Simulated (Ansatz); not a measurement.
Geometry optimisation, RHF/def2-SVP in Ansatz 0.2.0.

Input:

```yaml
crystal:
  periodic: [false, false, false]
  atoms:
    - { symbol: B, position_ang: [0.0, 0.0, 0.0] }
    - { symbol: "N", position_ang: [0.0, 0.0, 1.55] }
    - { symbol: H, position_ang: [-0.877, -0.2713, 2.08] }
    - { symbol: H, position_ang: [0.877, 0.2713, 2.08] }
    - { symbol: O, position_ang: [1.2211, 0.0, -0.705] }
    - { symbol: H, position_ang: [1.5209, -0.9519, -0.8599] }
    - { symbol: O, position_ang: [-1.2211, 0.0, -0.705] }
    - { symbol: H, position_ang: [-1.7308, -0.8467, -0.4965] }
basis:
  gaussian: { orbitals: def2-SVP }
hamiltonian:
  xc: hf
relax:
  f_tol: 0.02
  max_steps: 40
output:
  orbitals: {}
```

Launched with:

```bash
$ ansatz run input.yaml --threads 1 --pin off --max-ram 2048MiB --backend cpu --events-out ev --progress --plain --runs-dir out
```

Problem. Where does it end, and by what steps?

Solution. The run converged. After 8 steps the energy has fallen by 1.561 eV; H6 moved furthest, 0.72 Å.

```csv
step,energy less start (eV),largest force component (eV/Å),accepted
0,0.0000,3.143,yes
1,-0.8686,1.627,yes
2,-1.0791,1.088,yes
3,-1.2751,0.817,yes
4,-1.4492,0.841,yes
5,-1.5512,0.244,yes
6,-1.5599,0.038,yes
7,-1.5605,0.037,yes
8,-1.5605,0.006,yes
```

```xyz
8
Properties=species:S:1:pos:R:3
B 0.099 -0.260 0.125
N -0.060 -0.009 1.507
H -0.933 0.008 1.986
H 0.729 0.175 2.089
O 1.352 -0.248 -0.404
H 1.357 -0.427 -1.331
O -0.950 -0.517 -0.714
H -1.803 -0.521 -0.314
```

Run time: 6.2 s on 1 thread of Intel(R) Xeon(R) 6975P-C (Granite Rapids) (shared host), peak memory 0.14 GiB.
